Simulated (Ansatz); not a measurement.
`N[C](=O)[GeH2][Cl]` + HCl → `[Cl][GeH2][Cl]` + `NC=O`  (ligand exchange at a Ge–C bond)

Calculated with Ansatz (gas phase, PBE0-D4/def2-TZVP geometries, no zero-point term in ΔE). CCSD(T)/CBS adds triple-zeta CCSD(T) − MP2 to the extrapolated MP2 energy (def2 sets, frozen cores). This one scheme is used for every species. For Ge outer-core shells are correlated without core-valence functions, which leaves a few kJ/mol of doubt a bond. Scalar relativity is left out up to krypton. One conformer a species, not always the lowest.

```
             species  CCSD(T)/CBS(def2) energy (Eh)
`N[C](=O)[GeH2][Cl]`                    -2706.26784
                 HCl                     -460.38127
    `[Cl][GeH2][Cl]`                    -2996.94498
              `NC=O`                     -169.73435
```

(1) Work out ΔE.

Largest T1 diagnostic among the species: 0.016.

Answers

(1) ΔE = (-2996.94498) + (-169.73435) − (-2706.26784) − (-460.38127) = -0.03022 Eh = -79.3 kJ/mol.

The D4 term adds +5.8 kJ/mol with B3LYP and +3.4 kJ/mol with PBE0; it sums over pairs of atoms, weighted by their polarisabilities, and B3LYP, whose exchange is more repulsive, gets the larger term. In def2-TZVPP, CCSD(T) changes the Hartree–Fock value by +30.7 kJ/mol (the triples alone add +4.1 kJ/mol) and MP2 by +27.8 kJ/mol. From PBE to PBE0 (25 % exact exchange), in def2-TZVPP and without D4, ΔE moves by −7.3 kJ/mol.

B3LYP here is the variant with VWN-RPA as its local correlation; programs differ in this.
